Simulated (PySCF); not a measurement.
Sn(H)(NMe2) (C2H7NSn), SMILES C[N](C)[SnH] (connectivity only; charge and spin as stated), neutral, multiplicity 1. Geometry optimised at PBE-D3(BJ)/def2-SVP. The structure was generated by enumeration; whether it is a known compound was not checked. The def2 effective core potentials stand for the cores of Sn; spin–orbit coupling is left out.

Method: PBE-D3(BJ)/def2-SVP (PySCF 2.14.0).

Harmonic wavenumbers (cm⁻¹): 192, 237, 239, 293, 309, 326, 507, 612, 972, 1036, 1060, 1104, 1198, 1219, 1367, 1392, 1393, 1405, 1414, 1438, 1611, 2887, 2894, 2937, 2946, 3040, 3074. Rotational constants (GHz): 8.894, 2.103, 1.739; symmetry number 1.

Question: Work out the zero-point energy and the ideal-gas rigid-rotor harmonic-oscillator thermochemistry at 298.15 K and 1 atm.

Answer: ZPE = ½ Σ hcν = ½ × 37103 cm⁻¹ = 221.92 kJ/mol. H − E(el) = 240.73 kJ/mol. Entropy in J/(mol K): translation 172.33, rotation 111.69, vibration 48.25, total 332.27. G − E(el) = 141.66 kJ/mol. Cp = 96.22 J/(mol K).
